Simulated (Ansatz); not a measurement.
## Energy profile

The step: Al₂NH₅ClO₃ ([NH3][Al]1([Cl])[O][Al]([OH])[OH]1) + H₂O → Al₂NH₅ClO₃ ([NH2][Al]1([Cl])[OH][Al]([OH])[OH]1) + H₂O; bonds formed: O2–H9, H7–O10; dative contacts that become bonds: Al1–N8; bonds broken: H7–N8, H9–O10 (atoms numbered as in the saddle structure below).

Al1  (-1.310, 0.059, 0.560)
O2  (-0.908, -0.561, -1.034)
Al3  (-0.328, 0.972, -1.748)
O4  (-0.830, 1.707, -0.049)
O5  (1.410, 0.771, -1.741)
Cl6  (-3.238, -0.026, 1.406)
H7  (0.853, -1.216, 0.631)
N8  (0.076, -0.586, 1.653)
H9  (0.187, -1.300, -0.825)
O10  (1.160, -1.623, -0.374)
H11  (-1.221, 2.560, 0.134)
H12  (1.968, 1.302, -2.308)
H13  (0.626, 0.138, 2.103)
H14  (-0.190, -1.239, 2.380)
H15  (1.743, -0.958, -0.787)
(Å)

Electronic energies by CCSD(T) at an estimated basis limit (MP2 extrapolated from triple and quadruple zeta, plus CCSD(T) − MP2 in triple zeta), on PBE0-D4/def2-TZVP structures; Al₂NH₇ClO₄, doublet; no counterpoise correction; spin–orbit coupling, which lowers free halogen atoms and radicals such as OH and SH, is left out. Program: Ansatz 0.2.0. Basis: def2-TZVPP and def2-QZVPP. Cores are frozen in the correlated methods; orbitals are unrestricted. Extrapolation: Hartree–Fock as exp(−7.88 √X), correlation as X^−2.97.

Q: Give the profile in kcal/mol, counted from the separated reactants. (Judge from chemistry; the value comes from the calculation.)

A: By the calculation:
```
                                                                                                                                                                                      point  kcal/mol
               separated: Al₂H₂ClO₃ (linked as [OH][Al]12[O][Al]1([Cl])[OH]2; Al1, O2, Al3, O4, O5, Cl6, H11, H12; doublet) + NH₃ (H7, N8, H13, H14; singlet) + H₂O (H9, O10, H15; singlet)      0.00
                                                                                                                                                                            start structure    -57.41
                                                                                                                                                                                     saddle    -45.35
                                                                                                                                                                              end structure    -56.54
separated: AlNH₂Cl (linked as [NH2][Al][Cl]; Al1, Cl6, N8, H13, H14; doublet) + AlH₃O₃ (linked as [OH][Al]([OH])[OH]; O2, Al3, O4, O5, H9, H11, H12; singlet) + H₂O (H7, O10, H15; singlet)     12.16
```
The saddle lies below the separated reactants: the barrier is submerged.

The T1 diagnostic stays at or below 0.016. ⟨S²⟩ of the unrestricted Hartree–Fock references: 0.75 (a pure state has 0.75).

For scale, one of the runs: CCSD(T)/def2-TZVPP, 379 basis functions, launched by `ansatz run in.yaml --threads 4 --pin off --events-out ev --progress --plain --max-ram 66560MiB --backend cuda --devices 0, --max-vram 37GiB`. Time: 3 min of wall clock on 4 CPU threads of an AMD EPYC 7R13 and a share of one NVIDIA H100; the host was shared. Peak host memory: 1.8 GiB.
